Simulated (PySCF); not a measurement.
29Si chemical shifts

Method: coordinates at the GFN2-xTB level, σ from GIAO-PBE0/pcSseg-1, in PySCF (one conformer, non-relativistic Hamiltonian, equivalent nuclei averaged, gas phase).

Shieldings were converted by a linear fit to measured shifts: 29Si: δ = 279.94 − 0.822σ (rms 8.9 ppm, 72 shifts, 25.8 ppm with the 6 outliers that the fit left out vs TMS, solution or neat liquid). A few per cent of atoms miss by over 2 rms, more outside the fitted compound classes.

(1) Give the 29Si shifts of `NC[C@H]([SiH2]N)C(F)F`, `N[SiH](N)[C@H](F)CCF`, `C=C(C)[Si](N)(N)C(F)(F)F`.

(2) Order these by 29Si shift, lowest first.
A. C#CC[C@](F)(CC)[SiH2]C
B. [SiH3]N([SiH3])c1cccs1
C. FC1([SiH]2CCCC2)CC1

Answers

(1) 
| compound | environment | δ (ppm) |
| --- | --- | --- |
| NC[C@H]([SiH2]N)C(F)F | silicon bonded to C, N, 2 H | -37.8 |
| N[SiH](N)[C@H](F)CCF | silicon bonded to C, 2 N, H | -30.9 |
| C=C(C)[Si](N)(N)C(F)(F)F | silicon bonded to 2 C, 2 N | -36.1 |

(2) B (-47.9 ppm, silicon bonded to N, 3 H), A (-34.5 ppm, silicon bonded to 2 C, 2 H), C (-10.1 ppm, silicon bonded to 3 C, H, in a 5-membered ring).
